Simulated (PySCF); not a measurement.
Ionisation energy of Sr⁺ by level of theory

Sr⁺ [Kr] 5s1 (2S) → Sr²⁺ [Kr] (1S), as a difference of total energies. Computed with PySCF 2.14 in def2-TZVP with the def2 core potential (28 electrons), with scalar relativity through the core potential. The calculations carry no spin-orbit coupling.

```tsv
method	ionisation energy (eV)	error (eV)
UHF	10.442	-0.588
B3LYP	11.256	+0.226
BP86	11.212	+0.182
```

Reference: 11.030 eV (measured; NIST Atomic Spectra Database, ionization energies).
